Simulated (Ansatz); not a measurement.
Relaxation of CH4N2Si (8 atoms, charge 0, multiplicity 1), to a largest force component of 0.02 eV/Å in at most 50 steps.

These are results of RKS PBE-D4/def2-SVP (Ansatz), not measurements.

```xyz
8
Properties=species:S:1:pos:R:3
C 0.272 -0.690 -0.960
N 1.154 -0.616 -0.100
Si 0.248 0.512 0.838
N -0.594 0.280 -0.491
H 1.891 -1.266 -0.441
H -0.365 -0.081 2.031
H 0.891 1.868 0.868
H -1.542 -0.108 -0.332
```

Problem. Where does it end, and by what steps?

Solution. The forces met the threshold. After 8 steps the energy has fallen by 2.115 eV; H8 moved furthest, 0.58 Å. The start is strongly strained (largest force component 9 eV/Å).

```json
{"step": "0", "energy less start (eV)": "0.0000", "largest force component (eV/Å)": "8.781", "accepted": "yes"}
{"step": "1", "energy less start (eV)": "-1.4776", "largest force component (eV/Å)": "2.889", "accepted": "yes"}
{"step": "2", "energy less start (eV)": "-1.9507", "largest force component (eV/Å)": "0.717", "accepted": "yes"}
{"step": "3", "energy less start (eV)": "-2.0677", "largest force component (eV/Å)": "0.524", "accepted": "yes"}
{"step": "4", "energy less start (eV)": "-1.9929", "largest force component (eV/Å)": "1.036", "accepted": "no"}
{"step": "5", "energy less start (eV)": "-2.0933", "largest force component (eV/Å)": "0.563", "accepted": "yes"}
{"step": "6", "energy less start (eV)": "-2.1132", "largest force component (eV/Å)": "0.274", "accepted": "yes"}
{"step": "7", "energy less start (eV)": "-2.1147", "largest force component (eV/Å)": "0.027", "accepted": "yes"}
{"step": "8", "energy less start (eV)": "-2.1147", "largest force component (eV/Å)": "0.015", "accepted": "yes"}
```

```xyz
8
Properties=species:S:1:pos:R:3
C 0.117 -0.803 -1.039
N 1.187 -0.677 -0.167
Si 0.319 0.448 0.886
N -0.797 0.039 -0.425
H 2.069 -1.165 -0.304
H -0.027 -0.007 2.280
H 0.819 1.867 0.975
H -1.732 0.198 -0.793
```

Whether the end is a true minimum wasn't checked by a vibrational analysis.

The run took 12 s on 1 thread of Intel(R) Xeon(R) 6975P-C (Granite Rapids) (shared host), peak memory 0.16 GiB.
